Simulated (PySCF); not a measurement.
A calculated (BP86, PySCF 2.14, pcseg-2, the non-relativistic Hamiltonian (point nucleus)) atom or ion has these occupied shells.

| shell | electrons | orbital energy (eV) | rms radius, mean of both spins (bohr) |
| --- | --- | --- | --- |
| 1s α | 1 | -6943.3 | 0.0685 |
| 1s β | 1 | -6943.2 | 0.0685 |
| 2s α | 1 | -815.10 | 0.293 |
| 2s β | 1 | -813.15 | 0.293 |
| 2p α | 3 | -704.35 | 0.262 |
| 2p β | 3 | -702.87 | 0.262 |
| 3s α | 1 | -101.94 | 0.881 |
| 3s β | 1 | -97.596 | 0.881 |
| 3p α | 3 | -69.642 | 0.937 |
| 3p β | 3 | -65.359 | 0.937 |
| 3d α | 5 | -17.681 | 1.27 |
| 3d β | 1 | -14.213 | 1.27 |
| 4s α | 1 | -13.046 | 2.86 |

(1) Name the element and its charge.

Answers

(1) Fe⁺ (iron, charge +1), in [Ar] 3d6 4s1, high-spin 6D determinant.
